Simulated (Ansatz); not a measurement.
Consider the ligand exchange at the Si–S bond: `O[SiH2][SiH](F)S` + NH₃ → `N[SiH](F)[SiH2]O` + H₂S.

Computed with Ansatz on PBE0-D4/def2-TZVP structures; ΔE is electronic, products minus reactants. CCSD(T)/CBS is the MP2 limit (def2-TZVPP, def2-QZVPP) plus CCSD(T) − MP2 in def2-TZVPP, frozen cores. This one scheme is used for every species. Functionals use def2-TZVPP. One conformer a species, not always the lowest.

(1) Is it downhill or uphill in electronic energy at CCSD(T)/CBS, and by how much? (Best estimate.)

(2) What do these levels give: PBE0-D4, B2PLYP, PBE, PBE0, SCS-MP2/def2-TZVPP, CCSD/CBS(def2)? (Best estimate.)

Largest T1 diagnostic among the species: 0.012.

## Answers

(1) Ansatz gave: Nearly level: ΔE = +0.01 eV.

(2) The calculation gave: PBE0-D4 0.06, B2PLYP -0.03, PBE 0.07, PBE0 0.04, SCS-MP2/def2-TZVPP -0.04, CCSD/CBS(def2) -0.02 eV.

In def2-TZVPP, CCSD(T) changes the Hartree–Fock value by +0.09 eV (the triples alone add +0.03 eV) and MP2 by +0.11 eV. The D4 term adds +0.03 eV with B3LYP and +0.02 eV with PBE0; it sums over pairs of atoms, weighted by their polarisabilities, and B3LYP, whose exchange is more repulsive, gets the larger term.

B3LYP here is the variant with VWN-RPA as its local correlation; programs differ in this.
